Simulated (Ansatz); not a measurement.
# What each rung costs, and what it gives

Saddle point of C$_{2}$H$_{7}$In, singlet (C₂H₇In ([CH3][InH][CH3]) → C₂H₅In ([CH2][In][CH3]) + H₂; bonds formed: H2–H4; bonds broken: In1–H2, C3–H4), PBE0-D4/def2-TZVP structure:

In1  (-0.306, 0.078, 0.322)
H2  (-0.749, -0.276, -1.751)
C3  (-0.478, 1.866, -0.702)
H4  (-0.403, 0.646, -1.672)
C5  (0.743, -1.565, 1.192)
H6  (-1.508, 1.992, -1.050)
H7  (-0.072, 2.813, -0.337)
H8  (0.039, -2.353, 1.458)
H9  (1.284, -1.247, 2.084)
H10  (1.450, -1.953, 0.457)
(Å)

Barriers are electronic and count from the start structure reached by relaxing down the imaginary mode.

Computed with Ansatz 0.2.0 (basis: as named in each row); correlated methods freeze the cores. Filled d shells of the heavier atoms are correlated. Core potentials replace the inner electrons of the atoms past krypton. The def2 sets are not built for correlating such inner shells, so the correlated values are less sure here. B3LYP uses VWN-RPA correlation. Extrapolation: Hartree–Fock as exp(−7.88 √X), correlation as X^−2.97.

Times are rough, for one single point on 4 threads of a shared host (Arm Neoverse V2).

The estimate by CCSD(T) at an estimated basis limit (MP2 extrapolated from triple and quadruple zeta, plus CCSD(T) − MP2 in triple zeta) is 72.71 kcal/mol.

| method | basis | time (s) | barrier (kcal/mol) | method less estimate |
| --- | --- | --- | --- | --- |
| SPW92 | def2-SVP | under 1 | 64.12 | -8.59 |
| PBE-D4 | def2-SVP | under 1 | 65.99 | -6.72 |
| PBE0-D4 | def2-SVP | under 1 | 74.28 | 1.57 |
| SPW92 | def2-TZVPP | under 1 | 62.87 | -9.83 |
| PBE-D4 | def2-TZVPP | 2 | 64.83 | -7.88 |
| BLYP-D4 | def2-TZVPP | 2 | 65.34 | -7.37 |
| B3LYP-D4 | def2-TZVPP | 2 | 71.62 | -1.09 |
| PBE0-D4 | def2-TZVPP | 2 | 72.42 | -0.29 |
| BHLYP-D4 | def2-TZVPP | 2 | 80.19 | 7.48 |
| CAM-B3LYP-D4 | def2-TZVPP | 2 | 77.18 | 4.47 |
| wB97M-V | def2-SVP | 3 | 79.14 | 6.43 |
| CCSD(T) | def2-SVP | 3 | 78.28 | 5.57 |
| r2SCAN-D4 | def2-TZVPP | 3 | 69.49 | -3.21 |
| r2SCAN0-D4 | def2-TZVPP | 3 | 75.00 | 2.29 |
| B2PLYP | def2-TZVPP | 4 | 72.72 | 0.01 |
| PBE-QIDH | def2-TZVPP | 4 | 76.32 | 3.61 |
| RPA on PBE | def2-TZVPP | 5 | 72.52 | -0.19 |
| wB97X-V | def2-TZVPP | 6 | 79.71 | 7.00 |
| wB97M-V | def2-TZVPP | 6 | 77.54 | 4.83 |
| B97M-V | def2-TZVPP | 6 | 70.99 | -1.72 |
| MP2 | def2-QZVPP | 15 | 71.66 | -1.05 |
| CCSD(T) | def2-TZVPP | 70 | 74.19 | 1.48 |

All methods are single points on the PBE0-D4 structures.

The T1 diagnostic stays at or below 0.017. The restricted Hartree–Fock reference is unstable towards an unrestricted one at one or more of these structures.

Labels in which every atom is bracketed show which atoms are joined, not bond orders.
